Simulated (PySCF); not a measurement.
Magnetic susceptibility: `C=CC1=NCC[C@@H]1C#N`, C₇H₈N₂

Geometry:
```json
{"atom": "C1", "x (Å)": "2.697", "y (Å)": "-0.046", "z (Å)": "-0.077"}
{"atom": "C2", "x (Å)": "1.761", "y (Å)": "0.883", "z (Å)": "0.080"}
{"atom": "C3", "x (Å)": "0.342", "y (Å)": "0.648", "z (Å)": "-0.061"}
{"atom": "N4", "x (Å)": "-0.525", "y (Å)": "1.542", "z (Å)": "0.168"}
{"atom": "C5", "x (Å)": "-1.857", "y (Å)": "1.053", "z (Å)": "-0.029"}
{"atom": "C6", "x (Å)": "-1.752", "y (Å)": "-0.401", "z (Å)": "-0.556"}
{"atom": "C7", "x (Å)": "-0.241", "y (Å)": "-0.702", "z (Å)": "-0.501"}
{"atom": "C8", "x (Å)": "0.072", "y (Å)": "-1.724", "z (Å)": "0.461"}
{"atom": "N9", "x (Å)": "0.299", "y (Å)": "-2.529", "z (Å)": "1.241"}
{"atom": "H10", "x (Å)": "3.741", "y (Å)": "0.185", "z (Å)": "0.051"}
{"atom": "H11", "x (Å)": "2.465", "y (Å)": "-1.070", "z (Å)": "-0.320"}
{"atom": "H12", "x (Å)": "2.020", "y (Å)": "1.900", "z (Å)": "0.339"}
{"atom": "H13", "x (Å)": "-2.384", "y (Å)": "1.111", "z (Å)": "0.927"}
{"atom": "H14", "x (Å)": "-2.371", "y (Å)": "1.717", "z (Å)": "-0.728"}
{"atom": "H15", "x (Å)": "-2.125", "y (Å)": "-0.476", "z (Å)": "-1.576"}
{"atom": "H16", "x (Å)": "-2.319", "y (Å)": "-1.090", "z (Å)": "0.069"}
{"atom": "H17", "x (Å)": "0.170", "y (Å)": "-0.991", "z (Å)": "-1.473"}
```

Level of theory: PySCF, GIAO BHandHLYP/pcSseg-1 magnetisability, rotational g tensor and spin-rotation constants, non-relativistic, gas phase. Geometry: GFN2-xTB.

**Question.** What are the magnetisability and the molar susceptibility?

**Answer.** Isotropic -1178 × 10⁻³⁰ J/T², or -70.9 × 10⁻⁶ cm³/mol; principal values -1462, -1042, -1029 × 10⁻³⁰ J/T², anisotropy 427 × 10⁻³⁰ J/T² (root of half the summed squared differences of the principal values). The susceptibility is in cgs units.

**Question.** Split it along the inertial axes a, b, c into diamagnetic and paramagnetic parts about the centre of mass, with the quadrupole moment.

**Answer.** 
| axis | χ (10⁻⁶ cm³/mol) | diamagnetic (10⁻⁶ cm³/mol) | paramagnetic (10⁻⁶ cm³/mol) | summed x² of all electrons (Å²) | quadrupole Θ (D Å) |
| --- | --- | --- | --- | --- | --- |
| a | -64.2 | -640.5 | 576.3 | 163.4 | +9.82 |
| b | -69.5 | -815.5 | 746.0 | 122.1 | -12.07 |
| c | -79.1 | -1211.2 | 1132.1 | 28.9 | +2.24 |

Anisotropies 2χaa − χbb − χcc = +20.2 and 2χbb − χaa − χcc = +4.1 × 10⁻⁶ cm³/mol. Θ is traceless in Buckingham's convention.

**Question.** And the rotational g tensor?

**Answer.** 
| axis | rotational constant (GHz) | g | nuclear part | electronic part |
| --- | --- | --- | --- | --- |
| a | 2.1840 | -0.0408 | 0.5505 | -0.5913 |
| b | 1.7320 | -0.0175 | 0.5895 | -0.6070 |
| c | 1.0794 | -0.0104 | 0.5637 | -0.5741 |

Asymmetric top; isotopes 12C, 1H, 14N; no vibrational averaging.
